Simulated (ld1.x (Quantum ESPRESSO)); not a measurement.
## Si (Z = 14): one change to an ultrasoft potential, before and after

Si, ultrasoft, made with ld1.x (Quantum ESPRESSO) 7.5 (LDA (PZ), scalar-relativistic). Core [Ne], reference 3s2 3p0 (charge +2). Waves: 3s (bound): rcut 1.50, rcutus 1.70 bohr; 3s channel at 2.35 Ry: rcut 1.50, rcutus 1.70 bohr; 3p (bound, empty): rcut 1.25, rcutus 1.60 bohr; 3p channel at 0.05 Ry: rcut 1.25, rcutus 1.60 bohr. Local part: all-electron potential smoothed inside 1.55 bohr (lloc = -1). Core correction: Bessel-smoothed model core inside 1.50 bohr. Augmentation charge: PSQ, inside the norm-conserving radii.

All-electron outer shells of the reference configuration (LDA (PZ), scalar-relativistic, ld1.x):

```csv
shell,level (eV),outermost node (bohr),outermost maximum (bohr)
3s,-28.66,0.72,1.69
3p,-20.66,0.71,1.89
```

Change: local potential all-electron potential smoothed inside 1.18 bohr (lloc = -1).

Cutoffs: the cutoffs (Ry, on a coarse ladder) from which the occupation-weighted sum of valence levels, in a spherical-Bessel basis at the reference potential, stays within 10 and 1 mRy of its value at 400 Ry; they do not see the model core or the augmentation charge, which bear on the density cutoff. Errors are all-electron minus pseudo energies relative to the spin-unpolarised reference configuration.

Task: What does the change do?

Result: The potential gets neither clearly harder nor softer (10 Ry and 15 Ry → 10 Ry and 15 Ry); the d channel binds one level more than in the base; the errors of the 9 common tests hardly move; neither file shows a bound ghost.

```csv
quantity,base,changed
"cutoff, loose",10 Ry,10 Ry
"cutoff, tight",15 Ry,15 Ry
bound ghosts,none,none
"error for 3s2 3p2, meV [ΔE -23.94 eV]",+1.7,+1.9
"error for 3s2 3p1, meV [ΔE -16.11 eV]",+0.6,+0.7
"error for 3s1 3p0, meV [ΔE 34.14 eV]",-7.1,-7.1
"error for 3s2 3p2.3, meV [ΔE -24.90 eV]",+2.0,+2.2
"error for 3s1 3p2, meV [ΔE -8.70 eV]",+3.1,+3.1
"error for 3s1 3p3, meV [ΔE -17.14 eV]",+4.7,+4.8
"error for 3s2 3p1.5, meV [ΔE -20.98 eV]",+1.1,+1.2
"error for 3s2 3p2 (spin-polarised), meV [ΔE -24.55 eV]",+9.9,+10
"error for 3s2 3p1 (spin-polarised), meV [ΔE -16.32 eV]",+4.0,+4.0
s: phases at 1.85 bohr within 0.05 rad from the reference energy up to (Ry; the scan ends near 5),to the end of the scan,to the end of the scan
p: phases at 1.85 bohr within 0.05 rad from the reference energy up to (Ry; the scan ends near 5),4.1,3.4
lowest overlap eigenvalue by channel,"s 0.52, p 0.74","s 0.49, p 0.74"
```
